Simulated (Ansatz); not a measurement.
System: SiN, charge 0, multiplicity 2. 
Geometry from a B3LYP-D3(BJ)/def2-TZVP (Ansatz, a program for electronic structure) optimisation:
```
N
Si 1 1.5675
```
Charge 0, spin multiplicity 2.

Basis-set convergence of Hartree-Fock and CCSD(T) correlation energies (hartree) with Ansatz. Valence correlation only, unless marked. UHF or UKS for open shells. Spin-orbit coupling is left out. No relativistic terms.

The UHF reference is spin-contaminated (<S^2> 0.42 over the pure value in the largest basis). The T1 diagnostic of CCSD in the largest basis is 0.079, which is high, so the coupled-cluster rows are less sure than usual.

```
basis       functions       E(HF)  E(corr, CCSD(T))
----------  ---------  ----------  ----------------
def2-SVP           32  -343.12788          -0.24815
def2-TZVPP         73  -343.30075          -0.29827
def2-QZVPP        127  -343.31212          -0.31480
```

Extrapolating the two largest sets (X = 3 and 4) as X^-3: E(corr) = (64·(-0.31480) - 27·(-0.29827))/37 = -0.3269 Eh, an estimate of the basis-set limit. The largest set recovers 96.3 % of it, the smallest 75.9 %.
